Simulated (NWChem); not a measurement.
The numbers come from NWChem runs, not from measurements. System: diphosphane (H4P2), charge 0, spin multiplicity 1, at a geometry optimised with B3LYP/def2-SVP. Level: CCSD(T)/def2-TZVP, 10 core orbitals frozen.

Input file:

```
start mol
memory heap 100 mb stack 700 mb global 1900 mb
geometry units angstroms nocenter noautoz
  P      1.008557     0.521693     0.000000
  P     -1.008557    -0.521693     0.000000
  H      1.540850    -0.316327     1.031272
  H      1.540850    -0.316327    -1.031272
  H     -1.540850     0.316327     1.031272
  H     -1.540850     0.316327    -1.031272
  symmetry group C2h
end
basis spherical
  * library def2-tzvp
end
scf
  rhf
  nopen 0
  maxiter 100
  thresh 1e-7
  semidirect memsize 60000000 filesize 0
end
tce
  freeze core 10
  ccsd(t)
  2eorb
  2emet 13
  thresh 1e-6
  maxiter 100
  tilesize 24
end
task tce energy
```

Output (cleaned and shortened):

```
             Northwest Computational Chemistry Package (NWChem) 7.3.0
             --------------------------------------------------------

                                NWChem Input Module
                                -------------------

 Scaling coordinates for geometry "geometry" by  1.889725989
 (inverse scale =  0.529177249)

 Turning off AUTOSYM since
 SYMMETRY directive was detected!

                             Geometry "geometry" -> ""
                             -------------------------

 Output coordinates in angstroms (scale by  1.889725989 to convert to a.u.)

  No.       Tag          Charge          X              Y              Z
 ---- ---------------- ---------- -------------- -------------- --------------
    1 P                   15.0000     1.00855700     0.52169300     0.00000000
    2 P                   15.0000    -1.00855700    -0.52169300     0.00000000
    3 H                    1.0000     1.54085000    -0.31632700     1.03127200
    4 H                    1.0000     1.54085000    -0.31632700    -1.03127200
    5 H                    1.0000    -1.54085000     0.31632700     1.03127200
    6 H                    1.0000    -1.54085000     0.31632700    -1.03127200

 Effective nuclear repulsion energy (a.u.)      87.2530053904

            Nuclear Dipole moment (a.u.)
            ----------------------------
        X                 Y               Z
 ---------------- ---------------- ----------------
     0.0000000000     0.0000000000     0.0000000000

      Symmetry information
      --------------------

 Group name             C2h
 Group number             21
 Group order               4
 No. of unique centers     2

      Symmetry unique atoms

     1    3


 Summary of "ao basis" -> "" (spherical)
 ------------------------------------------------------------------------------
       Tag                 Description            Shells   Functions and Types
 ---------------- ------------------------------  ------  ---------------------
 *                         def2-tzvp                  on all atoms

 Summary of "ao basis" -> "ao basis" (spherical)
 ------------------------------------------------------------------------------
       Tag                 Description            Shells   Functions and Types
 ---------------- ------------------------------  ------  ---------------------
 P                         def2-tzvp                13       37   5s5p2d1f
 H                         def2-tzvp                 4        6   3s1p

                                 NWChem SCF Module
                                 -----------------

  ao basis        = "ao basis"
  functions       =    98
  atoms           =     6
  closed shells   =    17
  open shells     =     0
  charge          =   0.00
  wavefunction    = RHF
  use symmetry    = T
  symmetry adapt  = T

 Summary of "ao basis" -> "ao basis" (spherical)
 ------------------------------------------------------------------------------
       Tag                 Description            Shells   Functions and Types
 ---------------- ------------------------------  ------  ---------------------
 P                         def2-tzvp                13       37   5s5p2d1f
 H                         def2-tzvp                 4        6   3s1p

      Symmetry analysis of basis
      --------------------------

        ag         31
        au         18
        bg         18
        bu         31

 Forming initial guess at       0.1s

      Superposition of Atomic Density Guess
[...]
   Bfn.  Coefficient  Atom+Function         Bfn.  Coefficient  Atom+Function
  ----- ------------  ---------------      ----- ------------  ---------------
    20      1.127796  1 P  pz                57     -1.127796  2 P  pz
    77     -0.822290  3 H  s                 83      0.822290  4 H  s
    89      0.822290  5 H  s                 95     -0.822290  6 H  s

 center of mass
 --------------
 x =   0.00000000 y =   0.00000000 z =   0.00000000

 moments of inertia (a.u.)
 ------------------
          76.958643694678        -109.378926250804           0.000000000000
        -109.378926250804         274.510533792873           0.000000000000
           0.000000000000           0.000000000000         320.848186718289

  Mulliken analysis of the total density
  --------------------------------------

    Atom       Charge   Shell Charges
 -----------   ------   -------------------------------------------------------
    1 P   15    15.11   2.01  0.53  1.44  1.01  0.72  4.17  1.70  0.66  1.83  0.83  0.07  0.14  0.01
    2 P   15    15.11   2.01  0.53  1.44  1.01  0.72  4.17  1.70  0.66  1.83  0.83  0.07  0.14  0.01
    3 H    1     0.95   0.24  0.53  0.17  0.02
    4 H    1     0.95   0.24  0.53  0.17  0.02
    5 H    1     0.95   0.24  0.53  0.17  0.02
    6 H    1     0.95   0.24  0.53  0.17  0.02

       Multipole analysis of the density wrt the origin
       ------------------------------------------------

     L   x y z        total         open         nuclear
     -   - - -        -----         ----         -------
     0   0 0 0     -0.000000      0.000000     34.000000

     1   1 0 0      0.000000      0.000000      0.000000
     1   0 1 0      0.000000      0.000000      0.000000
     1   0 0 1      0.000000      0.000000      0.000000

     2   2 0 0    -21.485694      0.000000    142.887181
     2   1 1 0     -1.597491      0.000000     49.405903
     2   1 0 1      0.000000      0.000000      0.000000
     2   0 2 0    -24.726406      0.000000     30.586732
     2   0 1 1     -0.000000      0.000000      0.000000
     2   0 0 2    -20.605116      0.000000     15.191621

                   NWChem Extensible Many-Electron Theory Module
                   ---------------------------------------------


            General Information
            -------------------
      Number of processors :     1
         Wavefunction type : Restricted Hartree-Fock
          No. of electrons :    34
           Alpha electrons :    17
            Beta electrons :    17
           No. of orbitals :   196
            Alpha orbitals :    98
             Beta orbitals :    98
        Alpha frozen cores :    10
         Beta frozen cores :    10
     Alpha frozen virtuals :     0
      Beta frozen virtuals :     0
         Spin multiplicity : singlet
    Number of AO functions :    98
       Number of AO shells :    42
        Use of symmetry is : on
      Symmetry adaption is : on
         Schwarz screening : 0.10D-09

          Correlation Information
          -----------------------
          Calculation type : Coupled-cluster singles & doubles w/ perturbation
   Perturbative correction : (T)
            Max iterations :      100
        Residual threshold : 0.10D-05
     T(0) DIIS level shift : 0.00D+00
     L(0) DIIS level shift : 0.00D+00
     T(1) DIIS level shift : 0.00D+00
     L(1) DIIS level shift : 0.00D+00
     T(R) DIIS level shift : 0.00D+00
     T(I) DIIS level shift : 0.00D+00
   CC-T/L Amplitude update :  5-th order DIIS
                I/O scheme : Global Array Library
        L-threshold :  0.10D-05
        EOM-threshold :  0.10D-05
 no EOMCCSD initial starts read in
 TCE RESTART OPTIONS
 SLICE:      F
 D4D5:       F
 quantumc:   F
 qrotation:  F
 pwtce:      F
 qducc:      F
 nacto:                         0
 nrotv:                         0
 nrot:                          0

            Memory Information
            ------------------
          Available GA space size is     249027196 doubles
          Available MA space size is     104852324 doubles

 Maximum block size supplied by input
 Maximum block size        24 doubles

 tile_dim =     24

 -------------------------------------------------

 Global array virtual files algorithm will be used

 Parallel file system coherency ......... OK

 4-electron integrals stored in orbital form

 v2    file size   =          3479749
 4-index algorithm nr.  13 is used
 imaxsize =       30
 imaxsize ichop =        0


CCSD iterations
 ---------------------------------------------------------
 Iter          Residuum       Correlation     Cpu    Wall
 ---------------------------------------------------------
    1   0.1521318066533  -0.3028491654614     0.9     0.9
    2   0.0443234171778  -0.3378672258963     0.8     0.8
    3   0.0164064482602  -0.3460437665159     1.1     1.1
    4   0.0068965047550  -0.3484551045081     0.7     0.7
    5   0.0031820562281  -0.3493365944391     1.0     1.0
    6   0.0007466059783  -0.3499372268719     1.1     1.1
    7   0.0003610487169  -0.3499408478012     0.9     0.9
    8   0.0001944861451  -0.3499484424778     0.7     0.7
    9   0.0001178360231  -0.3499513209691     0.8     0.8
   10   0.0000703126237  -0.3499538485715     0.8     0.8
   11   0.0000093486128  -0.3499574227427     0.9     0.9
   12   0.0000040857602  -0.3499579341855     0.8     0.8
   13   0.0000022007633  -0.3499581013096     0.5     0.5
   14   0.0000012872490  -0.3499581273797     0.5     0.5
   15   0.0000007577980  -0.3499581343011     0.5     0.5
 -----------------------------------------------------------------
 Iterations converged
 CCSD correlation energy / hartree =        -0.349958134301062
 CCSD total energy / hartree       =      -684.164934880285045

 Singles contributions

 Doubles contributions
 CCSD(T)
 Using plain CCSD(T) code
             total no. of tasks          925
 total no. of tasks / no. procs          925
                         wl_min         2304           3.6
                         wl_max       373248           8.5
        thresh for no. of tasks          925

 CCSD[T]  correction energy / hartree =        -0.015039969517647
 CCSD[T] correlation energy / hartree =        -0.364998103818709
 CCSD[T] total energy / hartree       =      -684.179974849802647
 CCSD(T)  correction energy / hartree =        -0.014699984660775
 CCSD(T) correlation energy / hartree =        -0.364658118961837
 CCSD(T) total energy / hartree       =      -684.179634864945797

 Task  times  cpu:       55.0s     wall:       55.0s

 Total times  cpu:       55.1s     wall:       55.1s
```
